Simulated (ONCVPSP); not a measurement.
Before and after: ONCV potential for C (Z = 6)

```
Element                 : C
Generator               : ONCVPSP 4.0.1
Type                    : optimised norm-conserving Vanderbilt (ONCV)
Functional              : PBE
Relativity              : scalar-relativistic
Frozen core             : [He]
Valence charge          : 4
Reference configuration : 2s2 2p1 (charge +1)
Partial waves           : 2s: rc 0.85 bohr, ncon 4, nbas 7, qcut 8.6 1/bohr, local; 2p: rc 2.75 bohr, ncon 4, nbas 7, qcut 5.9 1/bohr, 1 projector; d scattering state at 0.08 Ha: rc 2.95 bohr, ncon 4, nbas 9, qcut 3.7 1/bohr, 2 projectors, debl 1 Ha
Local potential         : the s channel
Core correction         : Teter function, fcfact 4.25, rcfact 1.5
```

All-electron outer shells of the reference configuration (PBE, scalar-relativistic, ld1.x):

```csv
shell,level (eV),outermost node (bohr),outermost maximum (bohr)
1s,-288.39,–,0.17
2s,-25.76,0.38,1.17
2p,-17.00,–,1.11
```

Change: all radii but the core radius scaled by about 1.34 (s 1.14, p 3.68, d 3.94 bohr). In the d channel the program set the typed energies aside and used 0.050, 1.050 Ha.

Cutoffs: the cutoffs (Ha) at which the residual kinetic energy of the hardest occupied pseudo-wave falls to 1 and 0.1 mHa per electron; they do not see the model core or the augmentation charge, which bear on the density cutoff. Errors are all-electron minus pseudo energies relative to the spin-unpolarised reference configuration.

Q: What does the change do?

A: The potential gets softer (34 Ha and 154 Ha → 23 Ha and 29 Ha); of the 4 tests that both files solve, the error grows in 4 and shrinks in 0 by more than 15 % and 0.3 meV (median size 213.6 → 461.1 meV); neither file shows a bound ghost. A larger radius leaves more room for a smooth pseudo-wave, so fewer plane waves are needed. More of the atom is replaced by a form fitted at one configuration, so other configurations suffer.

| quantity | base | changed |
| --- | --- | --- |
| cutoff, loose | 34 Ha | 23 Ha |
| cutoff, tight | 154 Ha | 29 Ha |
| loose cutoff by channel | s 34 Ha, p 10 Ha | s 23 Ha, p 7.2 Ha |
| bound ghosts | none | none |
| GHOST(+) flags under 300 eV | none | none |
| error for 2s2 2p2, meV [ΔE -10.86 eV] | +87 | +234 |
| error for 2s2 2p0, meV [ΔE 24.16 eV] | +340 | +688 |
| error for 2s1 2p0, meV [ΔE 72.35 eV] | +871 | +1665 |
| error for 2s1 2p2, meV [ΔE 8.75 eV] | -9.2 | -38 |
| rms error of d²Exc/dni dnj with the model core, mHa | 2.53 | 1.21 |
